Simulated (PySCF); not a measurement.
**How methods differ on the excitation energy of Zn**

Zn [Ar] 3d10 4s2 (1S) → Zn [Ar] 3d9 4s2 5s1 (3D), as a difference of total energies. Calculation: PySCF 2.14, in aug-cc-pVTZ-PP with ECP10MDF (6s6p5d3f2g, 88 functions); a scalar-relativistic core potential. Correlated levels: valence: 3s2 3p6 frozen. The calculations carry no spin-orbit coupling.

| method | excitation energy (eV) |
| --- | --- |
| UHF | 11.874 |
| LDA | 15.059 |
| PBE | 14.394 |
| PBE0 | 13.992 |
| r2SCAN | 14.073 |
| r2SCANh | 13.957 |
| CAM-B3LYP | 14.111 |
| BLYP | 14.296 |
| B3LYP | 14.096 |
| MP2 (valence) | 14.803 |
| SCS-MP2 (valence) | 14.441 |

How much does correlation contribute at MP2 (valence)?

14.803 − (11.874) = 2.929 eV, measured against UHF.

The upper state lies above the first ionisation limit, where it may autoionise and the basis confines it. A Rydberg-like electron needs more diffuse functions than a valence basis has.

The promoted electron is Rydberg-like, and one or two diffuse shells describe it only roughly, which tends to raise the upper state.
